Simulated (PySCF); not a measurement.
**Removal energies of Au+ from EOM-IP-GCCSD**

Reference: closed-shell Au+, [Xe] 4f14 5d10; one electron is removed. Calculated with PySCF 2.14, two-component X2C-1e with screened spin-orbit coupling, x2c-TZVPPall-2c with one added diffuse shell each of s, p, d, f type (12s12p11d4f1g, 140 functions); frozen [Kr] 4d10 4f14; the 38 highest virtual spinors dropped; of the others 110 kept and the rest restored at second order. No Breit or QED terms. Binding energies in eV.

| level | Koopmans | second order | EOM-CCSD |
| --- | --- | --- | --- |
| 5d3/2 | 22.015 | 20.341 | 21.369 |
| 5d5/2 | 20.170 | 18.801 | 19.710 |

For comparison, the ionisation energy of Au+ is 20.203 ± 0.025 eV (measured; NIST Atomic Spectra Database, ionization energies).

Only part of the computed levels is shown.

Gaps of this size point to the basis (12s12p11d4f1g), which has few functions of high l to correlate and polarise the inner shells.

Where second order misses EOM-CCSD by more than 1 eV, it overshoots the relaxation and correlation of that hole or particle, which higher orders damp.
